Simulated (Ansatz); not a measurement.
C$_{3}$H$_{8}$OSSn (`CC(C)[O][Sn][SH]`), relaxed with RKS PBE0-D4/def2-TZVP in Ansatz from a GFN2-xTB geometry. The force threshold is 0.005 eV/Å; the program also tests the step.

Total charge 0; spin multiplicity 1. Sn: def2 effective core potential.

Start:

```xyz
14

C     0.194   -1.471   -0.045
C     0.337   -0.316    0.939
C     1.405    0.665    0.464
O    -0.886    0.343    1.132
Sn   -2.412    1.281    0.239
S    -1.841    1.043   -2.146
H    -0.593   -2.144    0.288
H    -0.075   -1.079   -1.024
H     1.128   -2.020   -0.122
H     0.630   -0.716    1.922
H     1.490    1.487    1.169
H     2.366    0.167    0.378
H     1.116    1.063   -0.508
H    -2.861    1.697   -2.687
```

```
         step  energy (eV)  largest force (eV/Å)  largest move (Å)
            1  -21950.1164                 0.700             0.000
            2  -21950.1698                 0.461             0.196
            3  -21950.1930                 0.168             0.066
            4  -21950.2005                 0.136             0.060
 5 (rejected)  -21950.1632                 0.691             0.169
            6  -21950.2078                 0.035             0.085
            7  -21950.2103                 0.068             0.095
 8 (rejected)  -21950.1506                 0.908             0.094
            9  -21950.2117                 0.097             0.047
10 (rejected)  -21950.2116                 0.054             0.051
           11  -21950.2125                 0.015             0.025
12 (rejected)  -21950.2105                 0.170             0.022
           13  -21950.2126                 0.003             0.011
           14  -21950.2126                 0.005             0.017
           15  -21950.2126                 0.002             0.001
```

End:

```xyz
14

C     0.153   -1.510   -0.013
C     0.309   -0.319    0.915
C     1.288    0.709    0.379
O    -0.942    0.268    1.209
Sn   -2.384    1.176    0.234
S    -1.498    1.130   -2.058
H    -0.556   -2.226    0.408
H    -0.210   -1.199   -0.996
H     1.111   -2.018   -0.152
H     0.693   -0.686    1.877
H     1.374    1.547    1.074
H     2.279    0.267    0.251
H     0.963    1.095   -0.591
H    -2.581    1.767   -2.537
```

It took 23 s on 2 threads of an AMD EPYC 7R13 on a shared host and a share of an NVIDIA H100 80 GB, with 0.96 GiB of host memory at the peak.
